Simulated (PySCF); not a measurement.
Structure problem from calculated spectra and properties.

Formula: C6H10ClFO.

| Item | Value |
| --- | --- |
| 1H NMR | chemical shifts (computed TMS as zero) by class: 4.68 (1 H), 1.45 (3 H), 1.30 (3 H), 1.24 (3 H) ppm [GIAO KT2/pcSseg-1] |
| Triplet | lowest triplet excitation (Tamm–Dancoff): 4.59 eV [TDA CAM-B3LYP/def2-SVPD] |
| Polarisability | 88.8 au [CAM-B3LYP/def2-SVPD] |
| UV, first state | lowest singlet excitation: 5.10 eV (243 nm, f = 0.000) [TDDFT CAM-B3LYP/def2-SVPD] |
| Rotational structure | rotational constants A, B, C: 2.244, 0.938, 0.830 GHz [PBE0-D3(BJ)/def2-SVP] |
| XPS | Cl2p3/2 206.1, C1s 291.0, C1s 291.0, C1s 291.0, C1s 291.7, C1s 293.1, C1s 294.9, O1s 538.8, F1s 692.4, Cl1s 2828.7 eV [ΔSCF SCAN, pcX-2 on the ionised atom, pcseg-1 elsewhere, spin-free X2C, 2p3/2 from a spin–orbit splitting computed afterwards within the 2p shell] |
| 13C NMR | chemical shifts (computed TMS as zero) by class: 178.9 (1 C), 93.5 (1 C), 58.5 (1 C), 27.5 (1 C), 19.3 (1 C), 17.3 (1 C) ppm [GIAO KT2/pcSseg-1] |
| Valence photoelectron | vertical ionisation energy: 10.77 eV [ΔSCF CAM-B3LYP/def2-SVPD] |

Gas-phase values; electronic properties from PySCF, density fitting. Levels stand in brackets. Geometry: PBE0-D3(BJ)/def2-SVP, one conformer, isolated molecule. Each NMR value is the plain mean over a class of atoms that symmetry, rotation or inversion makes alike.

Question: Propose a structure and show how it fits.

Answer: Numbering: `[CH3:1][C@H:2]([F:3])[C:4]([CH3:5])([CH3:6])[C:7](=[O:8])[Cl:9]`. Its formula, C6H10ClFO, gives 1 degree of unsaturation: 0 rings and 1 π bond in the structure found. 6 carbons fall into 6 classes; from least to most shielded: acyl halide carbon [C7] (178.9 ppm), sp3 C–F carbon [C2] (93.5 ppm), sp3 carbon next to a carbonyl [C4] (58.5 ppm), methyl carbon [C6] (27.5 ppm), methyl carbon [C5] (19.3 ppm), methyl carbon [C1] (17.3 ppm). Hydrogen classes from least to most shielded: 1 H on an sp3 C–F carbon, C2 (4.68 ppm), 3 H on a methyl carbon, C6 (1.45 ppm, a mean of values up to 0.7 ppm apart in this geometry), 3 H on a methyl carbon, C1 (1.30 ppm), 3 H on a methyl carbon, C5 (1.24 ppm). The core levels belong to: Cl2p3/2 206.1 eV, chlorine bonded to C [Cl9]; C1s 291.0 eV, methyl carbon [C1]; C1s 291.0 eV, methyl carbon [C5]; C1s 291.0 eV, methyl carbon [C6]; C1s 291.7 eV, sp3 carbon next to a carbonyl [C4]; C1s 293.1 eV, sp3 C–F carbon [C2]; C1s 294.9 eV, acyl halide carbon [C7]; O1s 538.8 eV, carbonyl oxygen [O8]; F1s 692.4 eV, alkyl fluorine [F3]; Cl1s 2828.7 eV, chlorine bonded to C [Cl9]. The first electron is taken from the HOMO, whose largest Löwdin shares are 0.46 on the carbonyl oxygen, 0.24 on the chlorine bonded to C, 0.08 on the sp3 carbon next to a carbonyl and 0.08 on the acyl halide carbon. The optimised geometry has point group C1 and is an asymmetric top. Structure: `C[C@H](F)C(C)(C)C(=O)Cl`. The assignments are read from this structure; whether some other isomer fits the data as well wasn't checked. The mirror image fits equally.

Conformer computed: `[CH3:1][C@H:2]([F:3])[C:4]([CH3:5])([CH3:6])[C:7](=[O:8])[Cl:9]`: C1–C2–C4–C5 53°, C2–C4–C7–O8 -10°.
